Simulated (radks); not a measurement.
Spin polarisation of the 4p1 shell in Se3+. Start: [Ar] 3d10 4s2 4p(up 0.5, down 0.5); electrons of 4p are moved from spin down to spin up, other shells keep equal spins. Calculated with a radial shooting solver on a logarithmic mesh with Libxc functionals: scalar-relativistic Kohn-Sham, SCAN, spin-polarised, spherical densities, finite nucleus; meta-GGA in the generalised Kohn-Sham scheme; Fermi nuclear charge, rms radius of each element as measured or else 0.836 A^(1/3) + 0.57 fm.

moment (Bohr magnetons)  E - E(0) (eV)  e(4p up) (eV)  e(4p down) (eV)  4s down minus up (eV)  3d down minus up (eV)
0                                0.000        -36.453          -36.453                  0.000                  0.000
0.25                            -0.028        -36.670          -36.219                  0.441                  0.048
0.5                             -0.112        -36.872          -35.961                  0.869                  0.097
0.75                            -0.255        -37.064          -35.659                  1.299                  0.146

At moment 0.75 the spin-polarisation energy is -0.255 eV and the 4p exchange splitting 1.405 eV, that is 1.873 eV per Bohr magneton; E = -I m^2/4 would give I = 1.811 eV.
